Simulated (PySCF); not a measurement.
A mixed set of molecules.

All values: CAM-B3LYP/def2-SVPD (PySCF) at PBE0-D3(BJ)/def2-SVP geometries, gas phase, one conformer each. Core orbitals are frozen in the response; Δα² is half the sum of the squared differences of the principal polarisabilities. Atoms past krypton carry effective core potentials. The calculation is non-relativistic apart from the core potentials, for gallium too.

Question: Rank by mean static polarisability, highest first.
A. `O=CC1=CC=CN=C1`
B. `[O]=[W](=[O])([Cl])[Cl]`
C. `[CH3][Ti]([CH3])([CH3])[CH3]`
D. `c1ccc(N=O)cc1`
E. `[H]/N=C/C1=C[O][GaH2-][O+]=C1`
F. `C#Cc1cc(=S)cco1`

Answer: F (17.79 Å³), C (14.21 Å³), E (13.66 Å³), D (12.11 Å³), A (11.57 Å³), B (10.38 Å³).

Question: Rank by polarisability anisotropy Δα, lowest first.
A. `[CH3][Ti]([CH3])([CH3])[CH3]` ([Ti(CH3)4])
B. `C#Cc1cc(=S)cco1`
C. `[O:1]=[N:2][c:3]1[cH:4][cH:5][cH:6][cH:7][cH:8]1` with O1–N2–C3–C4 180° (nitrosobenzene)
D. WO2Cl2, `[O]=[W](=[O])([Cl])[Cl]`
E. `[H]/[N:1]=[CH:2]/[C:3]1=[CH:4][O:5][GaH2-:6][O+:7]=[CH:8]1` with N1–C2–C3–C4 180°

Answer: A (0.07 Å³), D (2.35 Å³), E (7.83 Å³), C (8.75 Å³), B (16.77 Å³).

Question: Rank by HOMO–LUMO gap, lowest first.
A. `[CH3][Ti]([CH3])([CH3])[CH3]`
B. `C#Cc1cc(=S)cco1`
C. `O=Nc1ccccc1`
D. `[O]1C=C(C=[O+][GaH2-]1)/C=N/[H]`
E. `O=Cc1cccnc1`

Answer: B (5.91 eV), C (6.39 eV), D (7.21 eV), E (7.92 eV), A (8.82 eV).

All values together:

| SMILES | formula | μ (D) | HOMO (eV) | LUMO (eV) | α (Å³) | Δα (Å³) | electrons | α per electron (Å³) | ΔSCF removal energy (eV) |
| --- | --- | --- | --- | --- | --- | --- | --- | --- | --- |
| [CH3][Ti]([CH3])([CH3])[CH3] | C4H12Ti | 0.03 | -8.99 | -0.17 | 14.21 | 0.07 | 58 | 0.245 | – |
| [O]=[W](=[O])([Cl])[Cl] | Cl2O2W | 1.85 | -11.36 | -2.46 | 10.38 | 2.35 | 124 | 0.084 | – |
| O=Nc1ccccc1 | C6H5NO | 3.79 | -8.14 | -1.75 | 12.11 | 8.75 | 56 | 0.216 | 8.70 |
| [H]/N=C/C1=C[O][GaH2-][O+]=C1 | C4H6GaNO2 | 2.86 | -8.45 | -1.25 | 13.66 | 7.83 | 84 | 0.163 | 9.10 |
| C#Cc1cc(=S)cco1 | C7H4OS | 4.61 | -7.52 | -1.60 | 17.79 | 16.77 | 70 | 0.254 | – |
| O=Cc1cccnc1 | C6H5NO | 1.72 | -9.15 | -1.22 | 11.57 | 7.99 | 56 | 0.207 | 10.02 |

Conformers: `[O:1]=[N:2][c:3]1[cH:4][cH:5][cH:6][cH:7][cH:8]1` with O1–N2–C3–C4 180°; `[H]/[N:1]=[CH:2]/[C:3]1=[CH:4][O:5][GaH2-:6][O+:7]=[CH:8]1` with N1–C2–C3–C4 180°; `[O:1]=[CH:2][c:3]1[cH:4][cH:5][cH:6][n:7][cH:8]1` with O1–C2–C3–C4 -1°.

A dash marks a removal energy that wasn't run or isn't settled.

How closely does the mean polarisability follow the number of electrons in this set?

The correlation coefficient is -0.35; α per electron runs from 0.084 to 0.254 Å³.
